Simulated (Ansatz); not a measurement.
PBE exchange is replaced step by step with exact exchange (0 % is PBE, 25 % PBE0; no dispersion term), basis def2-SVP, Ansatz. System: `C[Si](C)(C)[Si](C)(C)[Si](C)(C)C`. Charge 0, multiplicity 1. Geometry: PBE-D4/def2-SVP.

Geometry of the singlet:

| atom | x (Å) | y (Å) | z (Å) |
| --- | --- | --- | --- |
| C1 | -1.218 | -2.255 | -1.217 |
| Si2 | -0.690 | -1.772 | 0.546 |
| C3 | 0.929 | -2.669 | 0.987 |
| C4 | -2.046 | -2.311 | 1.767 |
| Si5 | -0.380 | 0.559 | 0.707 |
| C6 | -2.082 | 1.427 | 0.636 |
| C7 | 0.465 | 0.956 | 2.375 |
| Si8 | 0.962 | 1.369 | -1.054 |
| C9 | 2.535 | 0.314 | -1.235 |
| C10 | 1.463 | 3.168 | -0.684 |
| C11 | -0.017 | 1.325 | -2.684 |
| H12 | -1.439 | -3.342 | -1.282 |
| H13 | -0.417 | -2.028 | -1.951 |
| H14 | -2.128 | -1.704 | -1.530 |
| H15 | 0.802 | -3.771 | 0.928 |
| H16 | 1.251 | -2.419 | 2.019 |
| H17 | 1.750 | -2.382 | 0.299 |
| H18 | -1.774 | -2.042 | 2.809 |
| H19 | -3.013 | -1.821 | 1.533 |
| H20 | -2.203 | -3.410 | 1.730 |
| H21 | -2.599 | 1.202 | -0.319 |
| H22 | -2.736 | 1.089 | 1.466 |
| H23 | -1.974 | 2.529 | 0.712 |
| H24 | -0.143 | 0.592 | 3.230 |
| H25 | 1.461 | 0.473 | 2.437 |
| H26 | 0.608 | 2.050 | 2.500 |
| H27 | 3.209 | 0.734 | -2.012 |
| H28 | 3.102 | 0.270 | -0.282 |
| H29 | 2.287 | -0.727 | -1.529 |
| H30 | 0.569 | 3.816 | -0.569 |
| H31 | 2.082 | 3.587 | -1.506 |
| H32 | 2.052 | 3.235 | 0.253 |
| H33 | -0.330 | 0.293 | -2.939 |
| H34 | 0.593 | 1.716 | -3.526 |
| H35 | -0.932 | 1.948 | -2.613 |

```csv
exact exchange (%),HOMO (eV),LUMO (eV),gap (eV)
0,-5.40,-0.01,5.39
5,-5.62,0.14,5.75
10,-5.83,0.29,6.12
15,-6.05,0.44,6.49
25,-6.49,0.74,7.24
35,-6.94,1.05,7.99
50,-7.62,1.51,9.12
```
